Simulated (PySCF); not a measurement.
## ErF at r²SCAN

Level: r²SCAN. PySCF, spin-free X2C with a Gaussian nucleus, basis sets Er x2c-SVPall, F x2c-SVPall.

* state: quartet, about 11.5 electrons in the 4f shell (Mulliken), real f orbitals that mix terms
* bond length: 1.953 Å
* harmonic wavenumber: 589 cm⁻¹
* force constant: 3.48 mdyn/Å
* rotational constant Be: 0.2594 cm⁻¹
* anharmonicity ωexe: 2.33 cm⁻¹
* vibration–rotation constant αe: 0.00143 cm⁻¹
* well depth De to Er (4f12 6s2) + F: 6.46 eV
* dissociation energy D0: 6.42 eV
* bond order (Mayer): 1.10
* dipole moment (positive dipole means Er(−)F(+)): -2.52 D

These are scalar-relativistic numbers at best; spin–orbit coupling would shift them, the dissociation energy most. With d or f electrons several states lie close, and the lowest PBE0 determinant need not be the measured ground state.
